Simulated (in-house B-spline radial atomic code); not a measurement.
Configurations of the strontium ion Sr⁵⁺, with energies counted from [Ar] 3d10 4s2 4p3. Computed with an all-electron radial atomic-structure program (B-spline basis): scalar-relativistic (X2C) PBE0, spin-polarised, spherical fractional occupations, exact exchange averaged over the configuration, Fermi nucleus of rms radius 4.224 fm. Shells without spins written out take the highest spin.

Occupations are held fixed; configurations that lie above the ionisation limit could autoionise.

```tsv
configuration	E - E(ref) (eV)	highest orbital	its <r> (bohr)
[Ar] 3d10 4s2 4p2 5d1	57.848	5d up	3.531
[Ar] 3d10 4s1 4p3 4f1	69.39	4f up	2.393
[Ar] 3d10 4s1 4p3 5d1	72.914	5d up	3.507
[Ar] 3d9 4s2 4p3 5d1	179.16	5d up	3.444
[Ne] 3s2 3p5 3d10 4s2 4p3 4f1	307.14	4f up	2.335
```

Problem. Order these further configurations by energy, lowest first.
A. [Ar] 3d10 4s1 4p3 5f1
B. [Ar] 3d9 4s2 4p3 4f1
C. [Ar] 3d9 4s2 4p3 5p1
D. [Ar] 3d10 4s1 4p3 5p1
E. [Ar] 3d9 4s2 4p3 5f1

Solution. D (62.837 eV), A (82.169 eV), C (168.97 eV), B (175.78 eV), E (188.7 eV).

Problem. How far above the reference does [Ar] 3d9 4s2 4p3 5s1 lie?

Solution. 162.09 eV; its least bound orbital is 5s up with <r> = 2.568 bohr.
